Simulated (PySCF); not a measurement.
Compound: C₆H₉O₂ (doublet state).
Cartesian coordinates in Å at the GFN2-xTB level; atoms count from 1:
```xyz
17
C6H9O2 angstrom
C     -2.103    1.567    0.565
C     -1.952    0.286    0.580
C     -1.242   -0.551   -0.478
C     -0.038   -1.278    0.117
C      1.036   -0.303    0.593
C      1.762    0.354   -0.554
O      1.747   -0.001   -1.701
O      2.476    1.410   -0.139
H     -1.862    2.393   -0.063
H     -2.335   -0.307    1.404
H     -1.955   -1.282   -0.865
H     -0.920    0.085   -1.302
H     -0.361   -1.895    0.957
H      0.391   -1.928   -0.647
H      1.791   -0.825    1.187
H      0.605    0.480    1.219
H      2.955    1.809   -0.882
```

The hyperfine couplings belong to this conformer and change with its torsions.

As a line formula: `[H]/[C]=C\CCCC(=O)O` [radical].

Level of theory: UKS B3LYP, pcH-1 on C H O, non-relativistic, mean-field spin-orbit, GIAO (PySCF). Isolated species at its GFN2-xTB geometry (one conformer only). A GFN2-xTB geometry isn't a minimum of the functional, and hyperfine couplings can be far from their values at a DFT geometry. Stability of the SCF solution: not tested.

Question: The isotropic 13C couplings are +310.8, +79.8, -18.5, -5.3 MHz. Assign them to C1; C2; C3; C4.

Answer: 
```tsv
site	a_iso (MHz)	ρ(0) (bohr⁻³)	position	distance from C1 (Å)	spin population	largest |T| (MHz)
C1	+310.8	+0.2764	largest spin population	0.00	+1.04	141.8
C2	-18.5	-0.0165	1 bond from C1	1.29	-0.17	19.5
C3	+79.8	+0.0710	2 bonds from C1	2.51	+0.08	16.7
C4	-5.3	-0.0048	3 bonds from C1	3.54	0.00	1.2
```

ρ(0) is the spin density at the nucleus and T the dipolar tensor; entries for several nuclei are means. Largest spin populations (Mulliken): C1 (+1.04), C2 (-0.17) and C3 (+0.08). No atom but C1 exceeds +0.15.

β density exceeds α density at some nuclei, such as C2 (-0.0165) and C4 (-0.0048), spin density in bohr⁻³. In a single determinant that takes different orbitals for the two spins, that is spin polarisation.

Class means assume fast exchange of nuclei equivalent by connectivity; if that motion is slow, each nucleus keeps its own coupling. The 1H value of +3.3 MHz is a mean of couplings from 0.0 to 6.7 MHz in this one geometry, not an average over conformers.
